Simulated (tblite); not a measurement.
Isomers of C8H17P. Computed with GFN2-xTB (tblite): harmonic, unscaled wavenumbers at the GFN2-xTB geometry, gas phase. Against measured fundamentals such values can be off by several per cent, at times by over 20. One conformer each.

Electronic energies: GFN2-xTB at the same geometries; isomer energies are rough at this level and their order can be wrong.

| SMILES | electronic energy, lowest = 0 (kJ/mol) |
| --- | --- |
| CC[C@@H]1CC[C@H](C)P1C | 4.8 |
| C=C[P@@](=C)(C)C(C)(C)C | 277.3 |
| CC(C)[C@@H]1CCCP1C | 0.0 |
| C[C@@H]1C[C@@H](C)P(C)[C@@H]1C | 7.4 |
| C/C=C/P(CC)C(C)C | 124.3 |
| CC=P(C)(C)C1CCC1 | 241.3 |

Task: How do GFN2-xTB zero-point energies change the relative energies?

Result: 
| SMILES | ZPE (kJ/mol) | of it from modes above 1550 cm⁻¹ | electronic (kJ/mol) | with ZPE, lowest = 0 (kJ/mol) | lowest mode (cm⁻¹) | rings |
| --- | --- | --- | --- | --- | --- | --- |
| CC(C)[C@@H]1CCCP1C | 608.9 | 303.8 | 0.0 | 0.0 | 69 | 1 |
| CC[C@@H]1CC[C@H](C)P1C | 608.7 | 303.5 | 4.8 | 4.6 | 46 | 1 |
| C[C@@H]1C[C@@H](C)P(C)[C@@H]1C | 609.2 | 304.2 | 7.4 | 7.6 | 50 | 1 |
| C/C=C/P(CC)C(C)C | 597.2 | 315.1 | 124.3 | 112.5 | 38 | 0 |
| CC=P(C)(C)C1CCC1 | 592.7 | 303.7 | 241.3 | 225.2 | 34 | 1 |
| C=C[P@@](=C)(C)C(C)(C)C | 584.3 | 316.4 | 277.3 | 252.7 | 17i | 0 |

The zero-point energies span 24.9 kJ/mol, from `C=C[P@@](=C)(C)C(C)(C)C` to `C[C@@H]1C[C@@H](C)P(C)[C@@H]1C`. Slightly imaginary modes are left out of the zero-point energy: `C=C[P@@](=C)(C)C(C)(C)C` 16.9i cm⁻¹. The order is unchanged.

Task: What do entropy and thermal enthalpy add at 298.15 K and 1 bar (rigid rotor, harmonic oscillator, one conformer each)?

Result: 
| SMILES | point group | symmetry number | S (J/(mol K)) | H − H(0) (kJ/mol) | ZPE + H − H(0) − TS (kJ/mol) |
| --- | --- | --- | --- | --- | --- |
| CC(C)[C@@H]1CCCP1C | C1 | 1 | 425.0 | 31.83 | 514.0 |
| CC[C@@H]1CC[C@H](C)P1C | C1 | 1 | 429.8 | 32.29 | 512.8 |
| C[C@@H]1C[C@@H](C)P(C)[C@@H]1C | C1 | 1 | 422.3 | 31.99 | 515.2 |
| C/C=C/P(CC)C(C)C | C1 | 1 | 480.8 | 37.87 | 491.7 |
| CC=P(C)(C)C1CCC1 | C1 | 1 | 466.0 | 35.98 | 489.8 |

Not tabulated: `C=C[P@@](=C)(C)C(C)(C)C` (lowest mode only 17i cm⁻¹).
